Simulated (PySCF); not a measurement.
Species: C₄H₁₄BN.
Structure used (PBE0-D3(BJ)/def2-SVP), in Å, numbered top down from 1:
```xyz
20
C4H14BN angstrom
C     -2.214   -0.387   -0.979
C     -1.553    0.249    0.240
B      0.022    0.606    0.093
C      0.677    1.263    1.415
N      0.778   -0.835   -0.187
C      2.196   -0.770   -0.543
H     -1.786   -1.378   -1.232
H     -3.295   -0.561   -0.849
H     -2.086    0.246   -1.873
H     -1.732   -0.388    1.132
H     -2.073    1.196    0.470
H      0.256    1.242   -0.943
H      0.163    2.211    1.642
H      1.749    1.516    1.327
H      0.561    0.629    2.316
H      0.248   -1.292   -0.931
H      0.646   -1.415    0.646
H      2.618   -1.767   -0.738
H      2.302   -0.142   -1.437
H      2.750   -0.293    0.274
```

Method used: core-valence-separated Tamm–Dancoff BHandHLYP/aug-pcX-1 (pcseg-1 on H) in PySCF, non-relativistic, gas phase, PBE0-D3(BJ)/def2-SVP geometry. The energies are unshifted.

The lowest roots of each edge with f over 0.003 (five at most, numbered afresh; weaker and dark ones are left out), with transition dipoles (au) in the frame of the coordinates:

| root | edge | E (eV) | f | μx | μy | μz |
| --- | --- | --- | --- | --- | --- | --- |
| 1 | C | 283.95 | 0.0072 | -0.0129 | 0.0045 | -0.0291 |
| 2 | C | 284.12 | 0.0103 | -0.0131 | -0.0097 | 0.0348 |
| 3 | C | 284.56 | 0.0092 | 0.0224 | 0.0280 | -0.0053 |
| 4 | C | 284.66 | 0.0117 | -0.0058 | 0.0362 | 0.0181 |
| 5 | C | 284.78 | 0.0124 | -0.0326 | 0.0016 | 0.0268 |
| 6 | N | 400.79 | 0.0190 | 0.0142 | 0.0401 | -0.0111 |
| 7 | N | 401.57 | 0.0381 | -0.0180 | 0.0004 | -0.0595 |
| 8 | N | 402.63 | 0.0145 | 0.0367 | -0.0009 | -0.0110 |
| 9 | N | 403.60 | 0.0092 | 0.0299 | 0.0042 | -0.0040 |
| 10 | N | 403.75 | 0.0077 | 0.0259 | 0.0104 | -0.0009 |
| 11 | B | 188.57 | 0.0059 | 0.0081 | -0.0336 | 0.0090 |
| 12 | B | 189.27 | 0.0090 | -0.0020 | -0.0345 | 0.0272 |
| 13 | B | 189.44 | 0.0035 | -0.0089 | 0.0142 | 0.0218 |
| 14 | B | 189.67 | 0.0039 | -0.0053 | -0.0174 | 0.0226 |
| 15 | B | 190.07 | 0.0215 | -0.0337 | 0.0590 | 0.0019 |

Task: Molecules are fixed in this frame and the field points along y. What effective strengths 3 f cos²θ do the roots have (θ between field and μ)?

Result: root 1 (C4): 0.000, root 2 (C2): 0.002, root 3 (C4): 0.016, root 4 (C1): 0.027, root 5 (C4): 0.000, root 6 (N5): 0.047, root 7 (N5): 0.000, root 8 (N5): 0.000, root 9 (N5): 0.001, root 10 (N5): 0.003, root 11 (B3): 0.016, root 12 (B3): 0.017, root 13 (B3): 0.003, root 14 (B3): 0.004, root 15 (B3): 0.049. Averaged over all orientations cos²θ is 1/3, which gives f back.

One conformer stands for the species.
